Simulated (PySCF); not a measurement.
Species: C7H5O2 (charge -1).
SMILES with atom numbers: `[CH:1]#[C:2]/[C:3]([O-:4])=[CH:5]\[CH:6]=[CH:7]\[CH:8]=[O:9]` (hydrogens: H10 on C1; H11 on C5; H12 on C6; H13 on C7; H14 on C8)

Method used: PBE0-D3(BJ)/def2-SVP geometry optimisation, gas phase in PySCF.

(1) List the bond lengths, angles and torsions at this level.

Answers

(1) 
```tsv
bond	length (bohr)
C1≡C2	2.297
C2–C3	2.800
C3–O4	2.339
C3=C5	2.687
C5–C6	2.634
C6=C7	2.621
C7–C8	2.693
C8=O9	2.320
C1–H10	2.028
C5–H11	2.069
C6–H12	2.080
C7–H13	2.071
C8–H14	2.139
```

A selection of angles:
```tsv
angle	degrees
C2–C1–H10	179.9
C1–C2–C3	176.2
C2–C3–O4	117.2
C2–C3–C5	116.7
O4–C3–C5	126.2
C3–C5–C6	125.2
C3–C5–H11	114.8
C6–C5–H11	120.1
C5–C6–C7	128.4
C5–C6–H12	116.0
C7–C6–H12	115.6
C6–C7–C8	121.5
C6–C7–H13	120.9
C8–C7–H13	117.6
C7–C8–O9	128.2
C7–C8–H14	112.5
O9–C8–H14	119.3
```

Dihedral angles: C2–C3–C5–C6 0° (synperiplanar); C3–C5–C6–C7 180° (antiperiplanar); C5–C6–C7–C8 180° (antiperiplanar); C6–C7–C8–O9 180° (antiperiplanar).

C5 (carbon bonded to 2 C and H) is planar (angles 125.2°, 120.1° and 114.8°, sum 360.0°, 0.00 Å off the plane of its three neighbours). C3 (vinylic carbon bearing oxygen) is planar (angles 126.2°, 117.2° and 116.7°, sum 360.0°, 0.00 Å off the plane of its three neighbours). Of the pairs four or more bonds apart, C2···H12 is among the closest relative to their van der Waals radii: 2.48 Å, 86 % of the sum of Bondi's values. C6 (alkene CH carbon) is planar (angles 128.4°, 116.0° and 115.6°, sum 360.0°, 0.00 Å off the plane of its three neighbours). The 6 C–C bonds span 1.216 Å (C1≡C2, drawn triple in a drawing that doesn't fit all lengths) to 1.481 Å (C2–C3, drawn single in a drawing that doesn't fit all lengths), a spread of 0.265 Å. C7 (alkene CH carbon) is planar (angles 121.5°, 120.9° and 117.6°, sum 360.0°, 0.00 Å off the plane of its three neighbours). The 9 heavy atoms lie in one plane (0.000 Å rms).

Point group: Cs (tolerance 0.08 Å). PBE0-D3(BJ)/def2-SVP frequencies: not computed here. The geometry's basis has no diffuse functions, a weakness for an anion.

One conformer stands for the species.
